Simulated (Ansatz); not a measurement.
**One elementary step**

Start structure (CH8SSn, closed shell), relaxed at PBE0-D4/def2-TZVP:

```xyz
11
angstrom
Sn -0.8980 1.2140 -1.5721
S 1.1597 1.9416 -0.5582
H -0.5078 0.9720 -3.2099
H -1.4188 -0.2313 -0.8337
H -2.0790 2.4307 -1.3884
H 1.1325 -0.8805 0.8319
C 0.6247 -1.6752 1.3785
H 0.6246 2.0533 0.6688
H 0.3034 -2.4489 0.6811
H 1.3057 -2.1080 2.1111
H -0.2470 -1.2676 1.8909
```

The step: SnH₄S ([SH][SnH3]) + CH₄ → CH₆Sn ([CH3][SnH3]) + H₂S; bonds formed: Sn1–C7, S2–H6; bonds broken: Sn1–S2, H6–C7. Ansatz 0.2.0; basis: def2-TZVPP and def2-QZVPP; cores frozen in the correlated methods. Filled d shells of the heavier atoms are correlated. Core potentials replace the inner electrons of the atoms past krypton. The def2 sets are not built for correlating such inner shells, so the correlated values are less sure here. Extrapolation: Hartree–Fock as exp(−7.88 √X), correlation as X^−2.97. Energies below are by CCSD(T) at an estimated basis limit (MP2 extrapolated from triple and quadruple zeta, plus CCSD(T) − MP2 in triple zeta).

What are the electronic barrier and the energy of the step, from the start structure to the end structure? (An estimate is asked for; the value comes from the calculation.)

The calculation gives: Barrier 268.4 kJ/mol; step energy 77.8 kJ/mol (uphill); reverse barrier, their difference, 190.6 kJ/mol. Barrier and step energy count from the start structure, the reverse barrier from the end structure.

The saddle point: One imaginary mode of 1350i cm⁻¹.
| pair | start (Å) | saddle (Å) | end (Å) |
| --- | --- | --- | --- |
| Sn1–C7 | 4.40 | 2.40 | 2.14 |
| S2–H6 | 3.15 | 1.73 | 1.34 |
| Sn1–S2 | 2.41 | 2.84 | 3.97 |
| H6–C7 | 1.09 | 1.38 | 4.29 |

Zero-point energy (harmonic, PBE0-D4): ZPE is 196.1 kJ/mol at the start and 185.6 kJ/mol at the saddle, so the barrier goes from 268.4 to 257.9 kJ/mol.

The T1 diagnostic stays at or below 0.014. The end structure is not quite a true minimum (one mode of 33i cm⁻¹).

Labels in which every atom is bracketed show which atoms are joined, not bond orders.

For scale, one of the runs: CCSD(T)/def2-TZVPP, 235 basis functions, launched by `ansatz run in.yaml --threads 4 --pin off --events-out ev --progress --plain --max-ram 9574MiB`. The run took 100 s on 4 CPU threads of an Arm Neoverse V2 (shared host), with 4.5 GiB of host memory at its peak.
